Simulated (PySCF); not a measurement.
Species: 2-ethylhexanal, C8H16O.
SMILES with atom numbers: `[CH3:1][CH2:2][CH2:3][CH2:4][C@@H:5]([CH:6]=[O:7])[CH2:8][CH3:9]` (hydrogens: H10, H11, H12 on C1; H13, H14 on C2; H15, H16 on C3; H17, H18 on C4; H19 on C5; H20 on C6; H21, H22 on C8; H23, H24, H25 on C9)

The calculation used PBE0-D3(BJ)/def2-SVP geometry optimisation, gas phase in PySCF 2.14.0.

Entries marked ? are missing. Bonds in one row agree within 0.01 Å.

```csv
coordinate,value
C1–C2,?
C2–C3,1.522 Å
C3–C4,?
C4–C5,1.531 Å
C5–C6,?
C6=O7,1.201 Å
C5–C8,?
C8–C9,1.521 Å
"C1–H10, C1–H11, C1–H12",1.101 Å
C2–H13,1.105 Å
C2–H14,1.105 Å
C3–H15,1.105 Å
C3–H16,1.105 Å
C4–H17,1.104 Å
C4–H18,1.106 Å
C5–H19,1.103 Å
C6–H20,1.127 Å
C8–H21,1.105 Å
C8–H22,1.103 Å
"C9–H23, C9–H24, C9–H25",1.101 Å
C1–C2–C3,?
C2–C3–C4,?
C3–C4–C5,114.2°
C4–C5–C6,?
C4–C5–C8,111.8°
C6–C5–C8,109.3°
C5–C6–O7,126.0°
C5–C8–C9,114.0°
```

Task: Estimate the withheld lengths and angles.

Result: 
- C1–C2 = 1.520 Å, drawn single (methyl carbon to chain CH2 carbon); equal to the sum of covalent radii, 1.52 Å.
- C3–C4 = 1.522 Å, drawn single (both ends chain CH2 carbon); equal to the sum of covalent radii, 1.52 Å.
- C5–C6 = 1.508 Å, drawn single (sp3 carbon next to a carbonyl to aldehyde carbon); 0.02 Å above the sum of covalent radii, 1.49 Å.
- C5–C8 = 1.533 Å, drawn single (sp3 carbon next to a carbonyl to chain CH2 carbon); 0.01 Å above the sum of covalent radii, 1.52 Å.
- C1–C2–C3 = 113.3°, at the chain CH2 carbon; the outer atoms are 2.542 Å apart.
- C2–C3–C4 = 113.5°, at the chain CH2 carbon; the outer atoms are 2.545 Å apart.
- C4–C5–C6 = 109.4°, at the sp3 carbon next to a carbonyl; the outer atoms are 2.480 Å apart.

Radii are Cordero's, carbon taken as 0.76, 0.73 or 0.69 Å for four, three, and two or fewer neighbours.

Not checked by PBE0-D3(BJ)/def2-SVP frequencies. One conformer, not necessarily the lowest (C1–C2–C3–C4 -179°, C2–C3–C4–C5 179°, C3–C4–C5–C6 65°, C4–C5–C6–O7 -119°, C4–C5–C8–C9 173°).
